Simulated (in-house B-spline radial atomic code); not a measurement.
Ionisation energies along the 26-electron series, configuration 1s2 2s2 2p6 3s2 3p6 3d3/2(4) 3d5/2(4), as differences of self-consistent energies. Dirac energy differences include first-order Breit, QED and recoil terms. NIST's values go from ground level to ground level; the uncertainty of those that are theory runs from under 0.1 % in few-electron ions to several per cent in heavy many-electron ones. Computed with an all-electron radial atomic-structure program (B-spline basis): Dirac-Hartree-Fock, jj configuration that fills j = l - 1/2 first, finite nuclei.

A number in brackets counts the electrons of a j subshell.

```csv
ion,configuration after,ionisation energy (eV),IE/(q+1)² (eV),-ε less Coulomb ΔSCF (eV),Breit and QED recoil part (eV),tabulated value (eV),computed minus tabulated (eV)
Se8+,[Ar] 3d3/2(4) 3d5/2(3),221.0,2.7289,3.2953,0.019229,219,2.0
Br9+,[Ar] 3d3/2(4) 3d5/2(3),263.6,2.636,3.2937,0.013877,261,2.6
Kr10+,[Ar] 3d3/2(4) 3d5/2(3),309.3,2.5563,3.2936,0.0068341,308,1.3
Rb11+,[Ar] 3d3/2(4) 3d5/2(3),358.1,2.4871,3.2945,-0.0020042,356,2.1
Sr12+,[Ar] 3d3/2(4) 3d5/2(3),410.1,2.4265,3.2959,-0.012734,408,2.1
Zr14+,[Ar] 3d3/2(4) 3d5/2(3),523.2,2.3254,3.2996,-0.040311,520,3.2
Nb15+,[Ar] 3d3/2(4) 3d5/2(3),584.4,2.2828,3.3017,-0.057363,581,3.4
Mo16+,[Ar] 3d3/2(4) 3d5/2(3),648.6,2.2444,3.3037,-0.076729,646,2.6
Tc17+,[Ar] 3d3/2(4) 3d5/2(3),716.0,2.2097,3.3058,-0.098556,713,3.0
Ru18+,[Ar] 3d3/2(4) 3d5/2(3),786.3,2.1782,3.3079,-0.1229,784,2.3
Rh19+,[Ar] 3d3/2(4) 3d5/2(3),859.7,2.1493,3.3098,-0.14992,857,2.7
Pd20+,[Ar] 3d3/2(4) 3d5/2(3),936.2,2.1229,3.3117,-0.17969,933,3.2
Ag21+,[Ar] 3d3/2(4) 3d5/2(3),1015.7,2.0985,3.3135,-0.21236,1013,2.7
Cd22+,[Ar] 3d3/2(4) 3d5/2(3),1098.2,2.076,3.3153,-0.24798,1095,3.2
```
